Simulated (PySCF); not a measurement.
## From computed data to an observable: chemical shift, span and skew from a shielding tensor

Al(H)(Me)(SMe) (C2H7AlS), SMILES [CH3][AlH][S]C. Atoms are numbered in the order given.

```xyz
11

Al    -0.5678     0.5801     0.6267
H     -2.0566     0.0282     0.8501
C      0.1671     2.2042     1.4412
H      0.1231     2.1444     2.5498
H     -0.4275     3.0960     1.1482
H      1.2213     2.3874     1.1511
S      0.7203    -0.6013    -0.7017
C     -0.3743    -1.9929    -1.2144
H     -1.3789    -1.9200    -0.7546
H      0.0958    -2.9471    -0.9092
H     -0.4777    -1.9781    -2.3160
```

Coordinates come from a PBE-D3(BJ)/def2-SVP optimisation. The structure was generated by enumeration; whether it is a known compound was not checked. The values are those of a single conformer.

GIAO shieldings from PBE/pcSseg-1 (PySCF), non-relativistic, no solvent. The symmetric part of the tensor of C8 has the principal values 146.6, 150.1, 184.3 ppm. The same nucleus in TMS has σ = 182.0 ppm at this level (PySCF, at its B3LYP-D3(BJ)/def2-TZVP geometry).

Q: Work out the isotropic shielding, the ¹³C shift against TMS, the span and the skew.

A: 
σ(iso) = (σ11 + σ22 + σ33)/3 = 160.3 ppm. δ = σ(ref) − σ(iso) = 182.0 − (160.3) = 21.7 ppm.
Span Ω = σ33 − σ11 = 37.7 ppm. Skew κ = 3(σ(iso) − σ22)/Ω = 0.81. Tumbling in solution averages the tensor to δ; in a static solid the shielding alone would spread this spin-1/2 line over Ω.
